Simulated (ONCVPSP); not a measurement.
## Ranking ONCV potentials for N

All share these settings but for the change named:

```
Element                 : N (Z = 7)
Generator               : ONCVPSP 4.0.1
Type                    : optimised norm-conserving Vanderbilt (ONCV)
Functional              : LDA (Perdew-Zunger)
Relativity              : scalar-relativistic
Frozen core             : [He]
Valence charge          : 5
Reference configuration : 2s2 2p1 (charge +2)
Partial waves           : 2s: rc 0.95 bohr, ncon 5, nbas 8, qcut 7.3 1/bohr, 1 projector; 2p: rc 2.25 bohr, ncon 4, nbas 7, qcut 7 1/bohr, 2 projectors, debl 2.6 Ha
Local potential         : polynomial inside 0.60 bohr (lpopt 5, dvloc0 6 Ha)
Core correction         : Teter function, fcfact 4.5, rcfact 1.25
```

In the p channel the program set the typed energies aside and used -1.382, 0.050 Ha.

Test errors are all-electron minus pseudo excitation energies from the reference, over 2s2 2p3; 2s2 2p2; 2s2 2p0; 2s1 2p0. None of these files shows a bound ghost.

The base gives 1376.9 meV.

Of 8 variants that were run, those that failed, showed a ghost or another fault, or gave nearly equal values are left out.

A variant can come out equal or close to the base, since the largest error may sit in a test that the change hardly touches while other tests move.

(1) Rank these variants by their largest absolute test error, smallest first.
A. p: qcut 7.6
B. p: qcut 8.7
C. p: qcut 6
D. p: qcut 5
E. p: qcut 6.8

Answers

(1) B (1085.7 meV), A (1240.8 meV), E (1428.6 meV), C (1640.8 meV), D (2027.2 meV).
